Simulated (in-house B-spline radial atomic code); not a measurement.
N II (N+) is squeezed into an impenetrable sphere of radius R (the orbitals vanish at R). Method: non-relativistic r2SCAN, spin-polarised, spherical fractional occupations, point nucleus. Calculated with a radial B-spline atomic code at the basis-set limit.

Energies in eV above the free ion in [He] 2s2 2p2:

```
R (bohr)  highest level (eV)  [He] 2s2 2p2  [He] 2s1 2p3
    9.17               -22.5             0         4.382
     5.9               -22.5      0.003593         4.385
    4.69               -22.4       0.06547          4.45
    4.39               -22.3        0.1338          4.52
    3.52               -21.3         1.048         5.439
    3.17               -20.3         2.384         6.758
    2.68                 -17         7.519         11.74
    2.33               -12.2         17.15         20.94
    1.63                15.7         94.59         92.71
    1.24                77.9           271         250.7
```

Task: Does [He] 2s1 2p3 fall below [He] 2s2 2p2 under compression?

Result: Yes, between R = 2.33 and 1.63 bohr the order changes (near 1.86 bohr by linear interpolation).

The highest level is first positive in the row R = 1.63 bohr, pushed up by confinement above the zero of the free ion's potential. Each configuration is held fixed and needn't be the lowest in the sphere.
